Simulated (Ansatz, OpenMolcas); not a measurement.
A ladder of methods for BCNF2 (SMILES N#CB(F)F)

BCNF2: 5 atoms, total charge 0, spin state singlet. SMILES: `N#CB(F)F`. The shape is that of a PBE0-D4/def2-TZVP optimisation.

Each level gives the HOMO–LUMO gap (eV). The values are calculated.

```json
{"level": "HF/6-311+G**", "kind": "Hartree–Fock", "program": "OpenMolcas", "value (eV)": "15.16", "CPU time": "16 s"}
{"level": "PBE/6-311+G**", "kind": "GGA", "program": "Ansatz", "value (eV)": "5.93", "CPU time": "4.6 s"}
{"level": "revPBE/6-311+G**", "kind": "GGA", "program": "Ansatz", "value (eV)": "5.96", "CPU time": "4.6 s"}
{"level": "TPSS/6-311+G**", "kind": "meta-GGA", "program": "OpenMolcas", "value (eV)": "6.09", "CPU time": "54 s"}
{"level": "B3LYP/6-311+G**", "kind": "global hybrid", "program": "OpenMolcas", "value (eV)": "7.83", "CPU time": "36 s"}
{"level": "BHLYP/6-311+G**", "kind": "global hybrid", "program": "Ansatz", "value (eV)": "10.70", "CPU time": "6.7 s"}
{"level": "M06-2X/6-311+G**", "kind": "hybrid meta-GGA", "program": "OpenMolcas", "value (eV)": "10.81", "CPU time": "47 s"}
{"level": "CAM-B3LYP/6-311+G**", "kind": "range-separated hybrid", "program": "Ansatz", "value (eV)": "10.97", "CPU time": "6.5 s"}
```

The values span 5.93 to 15.16 eV. Orbital gaps aren't excitation energies; they tend to grow with the share of exact exchange. CPU times are rough (shared hosts, several kinds of processor and program).
